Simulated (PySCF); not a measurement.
# Fractional electron number in Te⁻ (tellurium, charge -1)

The 5p beta orbital of [Kr] 4d10 5s2 5p5 is emptied in steps (occupation f), with all orbitals relaxed, ending at [Kr] 4d10 5s2 5p4. All numbers are calculated (PySCF 2.14, a scalar-relativistic core potential, in def2-TZVPPD with the def2 core potential (28 electrons)). The exact energy is a straight line in f; departures are measured from the line between the end points of the same method.

**Question.** Among LDA, PBE, PBE0, r2SCAN, LC-wPBE, BHandHLYP, B3LYP, r2SCAN0, which shows the largest delocalisation error (convex curve), and which is closest to linear?

**Answer.** Most convex: LDA (-0.763 eV at f = 0.5); closest to linear: LC-wPBE (0.094 eV).

| f | LDA (eV) | PBE (eV) | PBE0 (eV) | r2SCAN (eV) | LC-wPBE (eV) | BHandHLYP (eV) | B3LYP (eV) | r2SCAN0 (eV) |
| --- | --- | --- | --- | --- | --- | --- | --- | --- |
| 1 | 0.000 | 0.000 | 0.000 | 0.000 | 0.000 | 0.000 | 0.000 | 0.000 |
| 0.9 | -0.265 | -0.253 | -0.173 | -0.237 | 0.037 | -0.100 | -0.198 | -0.161 |
| 0.7 | -0.631 | -0.601 | -0.410 | -0.554 | 0.082 | -0.241 | -0.470 | -0.377 |
| 0.5 | -0.763 | -0.725 | -0.494 | -0.658 | 0.094 | -0.295 | -0.568 | -0.446 |
| 0.3 | -0.650 | -0.616 | -0.418 | -0.548 | 0.077 | -0.254 | -0.484 | -0.371 |
| 0.1 | -0.281 | -0.266 | -0.180 | -0.233 | 0.033 | -0.112 | -0.210 | -0.157 |
| 0 | 0.000 | 0.000 | 0.000 | 0.000 | 0.000 | 0.000 | 0.000 | 0.000 |

| method | E(f=0) − E(f=1) (eV) | −ε at f=1 (eV) | −ε at f=0.5 (eV) |
| --- | --- | --- | --- |
| LDA | 2.314 | -0.601 | 2.258 |
| PBE | 2.066 | -0.720 | 2.022 |
| PBE0 | 2.021 | 0.112 | 1.998 |
| r2SCAN | 2.027 | -0.590 | 2.045 |
| LC-wPBE | 1.984 | 2.405 | 1.971 |
| BHandHLYP | 1.955 | 0.868 | 1.915 |
| B3LYP | 2.143 | -0.028 | 2.100 |
| r2SCAN0 | 2.008 | 0.225 | 2.027 |

At f = 1 the orbital energy is positive for LDA, PBE, r2SCAN, B3LYP: only the finite basis holds the electron.

Reference removal energy between the ground levels: 1.971 eV (measured; photodetachment measurements, as compiled on the Wikipedia data page of electron affinities). The calculation has no spin-orbit coupling.
